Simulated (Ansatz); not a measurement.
Cu2Pt. Total charge 0; singlet. Geometry r2SCAN-D4/def2-TZVP.

```xyz
3

Pt   -1.157   -0.190   -0.667
Cu    0.129    1.095    0.828
Cu    1.028   -0.905   -0.161
```

In the def2 sets Pt takes a core potential; there is no spin–orbit coupling. The structure comes from a short search, and lower isomers may exist.

Q: Estimate the orbital energies around the gap (eV) in Ansatz with PBE-D4/def2-TZVP, PBE-D4/def2-TZVPD, r2SCAN-D4/def2-TZVPD, PBE0-D4/def2-TZVPD, ωB97X-V/def2-TZVP.

A: 
```
orbital  PBE-D4/def2-TZVP  PBE-D4/def2-TZVPD  r2SCAN-D4/def2-TZVPD  PBE0-D4/def2-TZVPD  ωB97X-V/def2-TZVP
HOMO−13             -6.39              -6.43                 -6.49               -8.11             -10.51
HOMO−12             -6.34              -6.38                 -6.47               -8.09             -10.42
HOMO−11             -6.18              -6.21                 -6.28               -7.76             -10.11
HOMO−10             -5.77              -5.80                 -5.89               -7.66             -10.06
 HOMO−9             -5.73              -5.77                 -5.85               -7.57              -9.95
 HOMO−8             -5.61              -5.64                 -5.70               -7.25              -9.58
 HOMO−7             -5.45              -5.49                 -5.55               -7.18              -9.54
 HOMO−6             -5.34              -5.37                 -5.45               -7.18              -9.53
 HOMO−5             -5.30              -5.34                 -5.41               -6.85              -8.81
 HOMO−4             -4.55              -4.60                 -4.64               -5.59              -7.69
 HOMO−3             -4.50              -4.54                 -4.53               -5.58              -7.65
 HOMO−2             -4.37              -4.43                 -4.45               -5.49              -7.63
 HOMO−1             -4.22              -4.27                 -4.31               -5.35              -7.51
   HOMO             -4.13              -4.18                 -4.22               -5.19              -7.28
   LUMO             -3.38              -3.42                 -3.16               -2.41              -0.44
 LUMO+1             -3.10              -3.13                 -2.85               -2.16              -0.33
 LUMO+2             -1.03              -1.36                 -1.11               -0.66               1.48
 LUMO+3             -0.61              -0.79                 -0.42               -0.03               1.89
 LUMO+4              0.01              -0.27                  0.06                0.47               2.62
 LUMO+5              0.27              -0.21                  0.15                0.50               3.18
```
